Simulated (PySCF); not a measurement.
Adding and removing an electron: TlBr

RHF; Tl def2-SVP with ECP60, Br def2-SVP; scalar-relativistic core potentials (PySCF 2.14). Neutral (RHF): singlet (closed shell), Re = 2.706 Å, ωe = 186 cm⁻¹, De = 2.88 eV, HOMO -9.26 eV, LUMO 0.48 eV.

TlBr⁺ (UHF): doublet (π ↑), Re = 3.616 Å, ωe = 48.6 cm⁻¹. The energies at the minima are -2743.70150 hartree for TlBr and -2743.41927 for TlBr⁺.

Q: Work out the adiabatic ionisation energy, without and with harmonic zero-point energies (1 hartree = 27.2114 eV, 1 eV = 8065.5 cm⁻¹), and the change of the bond length.

A: At HF: 0.28223 hartree = 7.680 eV between the minima; the zero-point term (48.6 − 186.0)/2 cm⁻¹ = -0.009 eV makes it 7.671 eV. Re changes by +91.0 pm against the neutral. Minus the HOMO energy is 9.26 eV, +1.58 eV from the value between the minima; Hartree–Fock orbital energies leave out relaxation and correlation. The electron leaves a π orbital, and the ion is left as a loose complex of an ion and an atom.

These are scalar-relativistic numbers at best; spin–orbit coupling would shift them, the dissociation energy most. Where the molecule has an RHF reference, its open-shell atoms are computed with UHF. Hartree–Fock leaves out correlation, which carries a large part of most bond energies and some tenths to 1 eV of ionisation energies. States were picked by a PBE0 search and need not be the measured ground states.

Neutral and ion stand on different kinds of reference determinant, which adds to the error of the difference.
